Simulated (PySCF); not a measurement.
Computed vibrations of Cs2O(H2O)2

Cs2O(H2O)2 (singlet). PySCF 2.14.0, RKS PBE, Cs def2-SVP with ECP46, O def2-SVP, H def2-SVP; non-relativistic Hamiltonian with scalar-relativistic core potentials where named; density fitting; no spin-orbit coupling. Central differences of gradients.

```xyz
9

Cs    0.0000    0.0000    2.5194
Cs    0.0000    0.0000   -2.5194
O     0.0000    0.0000    0.0000
O     0.0000    0.0000    5.7624
H     0.7643    0.0000    6.3731
H    -0.7643    0.0000    6.3731
O     0.0000    0.0000   -5.7624
H     0.7643    0.0000   -6.3731
H    -0.7643    0.0000   -6.3731
```

Run from Python with OMP_NUM_THREADS=2. Where DIIS fails, smearing, a level shift and second-order steps follow.
It took 2.3 min on 2 threads of Arm Neoverse V1, with other jobs on the host.

(1) What are the harmonic wavenumbers and infrared intensities?

(2) Is this a minimum?

## Answers

(1) Modes are labelled in D2h; negative numbers are unstable modes, those under 60 cm⁻¹ near the noise; a finer grid moves soft modes by up to 10 cm⁻¹.
| cm⁻¹ | km/mol | symmetry |
| --- | --- | --- |
| -98 | – | b2u |
| -70 | – | b3g |
| -70 | – | b3u |
| -70 | – | au |
| -44 | – | b2u |
| 9 | 0.0 | b2g |
| 25 | 2.7 | b3u |
| 26 | 0.0 | b3g |
| 28 | 9.5 | b2u |
| 88 | 0.0 | ag |
| 94 | 337.3 | b3u |
| 96 | 0.0 | b2g |
| 98 | 3.7 | b1u |
| 117 | 0.0 | ag |
| 423 | 35.4 | b1u |
| 1576 | 0.0 | ag |
| 1577 | 20.1 | b1u |
| 3609 | 5376.4 | b1u |
| 3620 | 0.0 | ag |
| 3724 | 18.8 | b2u |
| 3724 | 0.0 | b3g |

(2) No: 5 unstable; the lowest moves the atoms so:
```
Cs  -0.02  0.00  0.00
Cs  -0.02  0.00  0.00
O    0.22  0.00  0.00
O    0.09  0.00  0.00
H   -0.24  0.00  0.42
H   -0.24  0.00 -0.42
O    0.09  0.00  0.00
H   -0.24  0.00 -0.42
H   -0.24  0.00  0.42
```
